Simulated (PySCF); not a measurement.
C2H7GaS, SMILES [CH3][Ga]([CH3])[SH].

Coordinates come from a B3LYP-D3(BJ)/def2-SVP optimisation. The structure was generated by enumeration; whether it is a known compound was not checked. The values are those of a single conformer.

All values below come from TDDFT-PBE/def2-SVPD (PySCF 2.14.0).

Vertical excitations. The molecule is in vacuum.

| state | energy (eV) | λ (nm) | f | main pairs |
|---|---|---|---|---|
| S1 | 5.19 | 239 | 0.055 | HOMO→LUMO 92 % |
| S2 | 5.30 | 234 | 0.042 | HOMO→LUMO+1 99 % |
| S3 | 5.38 | 231 | 0.000 | HOMO−1→LUMO 99 % |
| S4 | 5.56 | 223 | 0.000 | HOMO−2→LUMO 99 % |
| S5 | 5.97 | 208 | 0.092 | HOMO−1→LUMO+1 93 % |
| S6 | 6.12 | 202 | 0.001 | HOMO→LUMO+2 98 % |
| S7 | 6.17 | 201 | 0.113 | HOMO−2→LUMO+1 92 % |
| S8 | 6.50 | 191 | 0.022 | HOMO→LUMO+3 97 % |
| S9 | 6.72 | 185 | 0.004 | HOMO→LUMO+4 98 % |
| S10 | 6.78 | 183 | 0.048 | HOMO−1→LUMO+2 72 %, HOMO−2→LUMO+2 14 % |
| T1 | 4.40 | 282 | 0 | HOMO→LUMO 99 % |
| T2 | 5.06 | 245 | 0 | HOMO−1→LUMO 54 %, HOMO→LUMO+1 43 % |
| T3 | 5.11 | 243 | 0 | HOMO→LUMO+1 51 %, HOMO−1→LUMO 45 % |
| T4 | 5.26 | 236 | 0 | HOMO−2→LUMO 93 % |
Triplets are in the Tamm–Dancoff approximation, which puts them higher than full response would, so one can lie above its singlet here.
